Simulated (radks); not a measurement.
The numbers below are computed, except where a source is named.
Q: Species: Sn. Configuration: [Kr] 4d10 5s2 5p2. Level of theory: scalar-relativistic Kohn-Sham, PBE, spin-polarised, spherical densities, point nucleus; open shells are filled with parallel spins first (spin-orbit coupling, left out, can overturn this in heavy ions) (a radial shooting solver on a logarithmic mesh with Libxc functionals). Some entries of the table are withheld. Estimate them.

| orbital | occ. | eigenvalue (eV) | r(max) (bohr) | <1/r> (bohr^-1) |
|---|---|---|---|---|
| 1s up | 1 | -29014.11 | 0.01877 | 53.09 |
| 1s down | 1 | -29014.08 | 0.01877 | 53.09 |
| 2s up | 1 | -4379.936 | 0.1061 | 12.11 |
| 2s down | 1 | -4379.929 | 0.1061 | 12.11 |
| 2p up | 3 | -3931.786 | 0.08494 | 11.65 |
| 2p down | 3 | -3931.766 | 0.08495 | 11.65 |
| 3s up | 1 | -845.0890 | 0.3075 | 4.302 |
| 3s down | 1 | -845.0646 | 0.3075 | 4.302 |
| 3p up | 3 | -698.6517 | 0.3009 | 4.095 |
| 3p down | 3 | -698.6237 | 0.3010 | 4.095 |
| 3d up | 5 | -473.2635 | 0.2511 | 3.865 |
| 3d down | 5 | -473.2386 | 0.2511 | 3.865 |
| 4s up | 1 | -133.7917 | 0.7455 | 1.695 |
| 4s down | 1 | -133.7347 | 0.7456 | 1.695 |
| 4p up | 3 | -89.5645 | 0.7884 | (1) |
| 4p down | 3 | -89.5017 | 0.7885 | (2) |
| 4d up | 5 | (3) | 0.8870 | 1.214 |
| 4d down | 5 | (4) | 0.8866 | 1.219 |
| 5s up | 1 | -10.9711 | 2.030 | 0.5344 |
| 5s down | 1 | -9.7779 | 1.998 | 0.5425 |
| 5p up | 2 | -4.1569 | 2.571 | 0.3980 |
| 5p down | 0 | -2.8607 | 2.546 | 0.3943 |

A: 
(1) 4p up <1/r> (bohr^-1): 1.538
(2) 4p down <1/r> (bohr^-1): 1.538
(3) 4d up eigenvalue (eV): -25.7543
(4) 4d down eigenvalue (eV): -25.5878
